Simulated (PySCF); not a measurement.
# Bond length, frequency and bond energy of LiBe⁺ by level of theory

State: ¹Σ⁺ (singlet), closed shell. Set-up: Li aug-pcseg-1, Be aug-pcseg-1; no relativity (PySCF 2.14). De refers to Li⁺ + Be in their ground configurations, without counterpoise correction. A positive dipole points towards Be; it is taken about the centre of mass and depends on that origin.

| Level | Re (Å) | ωe (cm⁻¹) | De (eV) | μ (D) |
| --- | --- | --- | --- | --- |
| RHF-MP2 | 2.662 | 297 | 0.54 | n/a |
| RHF-SCS-MP2 | 2.665 | 295 | 0.53 | n/a |
| RHF-CCSD | 2.680 | 276 | 0.435 | n/a |
| RHF-CCSD(T) | 2.679 | 276 | 0.436 | n/a |
| LDA | 2.588 | 327 | 0.70 | -3.05 |
| PBE | 2.601 | 323 | 0.68 | -3.13 |
| r²SCAN | 2.642 | 306 | 0.59 | -3.28 |
| r²SCANh | 2.636 | 309 | 0.59 | -3.26 |
| B3LYP | 2.590 | 326 | 0.67 | -3.09 |
| PBE0 | 2.596 | 327 | 0.67 | -3.10 |
| HSE06 | 2.598 | 326 | 0.67 | -3.11 |

(1) Which functional lies closest to RHF-CCSD(T) in De, which farthest, and by how much do they differ from it?

(2) What does the step from GGA to meta-GGA do here, going from PBE to r²SCAN?

(3) What does the gradient correction do here, going from LDA to PBE?

Correlated steps freeze no core orbitals. Closed-shell solutions of metal pairs were not tested for spin polarisation, which can lower them a little. Correlated levels converge slowly with the basis: in double zeta they bind strong bonds too weakly, by up to about 1 eV, and carry superposition errors of some tenths. For an ion De counts to the pair picked by the measured ionisation energies or electron affinities, which need not be the lowest pair at this level. The CCSD T1 diagnostic is raised, a sign that a single reference may not be enough here.

Results:

(1) Closest is r²SCAN (-3.7 pm in Re, +10.9 % in ωe, +0.15 eV in De against RHF-CCSD(T) in the same basis), farthest LDA (-9.1 pm in Re, +18.5 % in ωe, +0.26 eV in De). CCSD(T) converges more slowly with the basis than the functionals do and binds too weakly in this one, so the order can change at the basis-set limit.

(2) r²SCAN less PBE: +4.1 pm in Re, -5.3 % in ωe, -0.09 eV in De. 

(3) PBE less LDA: +1.3 pm in Re, -1.2 % in ωe, -0.02 eV in De. The gradient correction favours the more uneven density of free atoms, so it tends to lengthen bonds and takes away much of the overbinding of LDA; so it does here.
